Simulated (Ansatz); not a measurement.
`BC(F)[SiH2][SiH3]`, charge 0, multiplicity 1.

Q: Give a relaxed structure at PBE0-D4/def2-TZVP (Ansatz 0.2.0). (Estimate.)

A: Ansatz gave: 
Cartesian coordinates in Å:
```
B 1.182 -1.558 0.494
C 0.983 -0.819 -0.813
F 2.097 -0.560 -1.596
Si 0.399 0.843 0.052
Si -1.932 0.968 0.133
H 0.194 -1.854 1.105
H 2.267 -1.730 0.958
H 0.151 -1.111 -1.460
H 1.011 1.934 -0.748
H 0.958 0.912 1.435
H -2.485 0.871 -1.245
H -2.357 2.258 0.737
H -2.469 -0.154 0.948
```
This is one stationary point; other conformers may exist.
